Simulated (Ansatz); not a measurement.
Input file for Al2BrH3Si:

```yaml
crystal:
  periodic: [false, false, false]
  atoms:
    - {symbol: Br, position_ang: [-1.283816, -1.575140, 0.986744]}
    - {symbol: Si, position_ang: [-1.016715, 0.138772, -0.674268]}
    - {symbol: Al, position_ang: [0.672296, 0.013122, 1.228091]}
    - {symbol: Al, position_ang: [1.275594, -0.137816, -1.186441]}
    - {symbol: H, position_ang: [-2.465756, 0.437960, -0.906383]}
    - {symbol: H, position_ang: [0.824791, 0.321806, 2.774415]}
    - {symbol: H, position_ang: [2.054807, 0.733297, -2.267857]}
basis:
  gaussian: {orbitals: def2-TZVPP}
correlation: {method: ccsd_t}
output: {orbitals: {seedname: orbitals}}
```

```sh
$ ansatz run in.yaml --threads 2 --pin off --events-out ev --progress --plain --max-ram 4352MiB
```

Output of Ansatz, abridged:

```
Functional definition: HF
1316 factors; integrals over basis functions are off by at most 1.5e-3 eV
mean field evaluation 1: about -91073.0043 eV, gradient 1.3e1 eV
mean field evaluation 2: about -91073.3185 eV, gradient 1.4e1 eV
mean field evaluation 4: about -91074.6184 eV, gradient 2.3e0 eV
mean field evaluation 8: about -91074.6554 eV, gradient 2.7e-1 eV
mean field -91074.65727401 eV, -3346.9319221999 hartree, gradient 4.3e-6 eV, S^2 0.000000; 0 other end points of the search recorded, 0 dependent functions left out
24 core orbitals not correlated: weight in the atoms' cores, before any rotation towards them, 1.000 or more for the frozen orbitals, at most 0.000 for the correlated occupied ones
reference -91074.65727401 eV, -3346.9319221999 hartree; 15, 15 occupied and 177, 177 virtual orbitals, 1316 factors
second order -15.00440688 eV of doubles, -0.00000000 eV of singles
cycle   1  -15.51775013 eV  change   -5.1e-1 eV  update   1.1e-1
cycle   2  -16.01408776 eV  change   -5.0e-1 eV  update   3.5e-2
cycle   3  -16.09276934 eV  change   -7.9e-2 eV  update   1.8e-2
cycle   4  -16.07701846 eV  change    1.6e-2 eV  update   6.6e-3
cycle   5  -16.07755109 eV  change   -5.3e-4 eV  update   3.7e-3
cycle   6  -16.07804078 eV  change   -4.9e-4 eV  update   1.7e-3
cycle   7  -16.07745078 eV  change    5.9e-4 eV  update   7.6e-4
cycle   8  -16.07785011 eV  change   -4.0e-4 eV  update   3.0e-4
cycle   9  -16.07795867 eV  change   -1.1e-4 eV  update   1.1e-4
cycle  10  -16.07784154 eV  change    1.2e-4 eV  update   4.8e-5
cycle  11  -16.07787350 eV  change   -3.2e-5 eV  update   2.4e-5
cycle  12  -16.07788123 eV  change   -7.7e-6 eV  update   9.9e-6
perturbative correction -0.75772982 eV, -0.0278460574 hartree
Total energy: -91091.49288506 eV, -3347.5506194946 hartree
```

It took 100 s on 2 threads of an Arm Neoverse V2 on a shared host, with 2.7 GiB of host memory at the peak.

Correlation energy per correlated electron: -0.561 eV. T1 diagnostic: 0.0145.
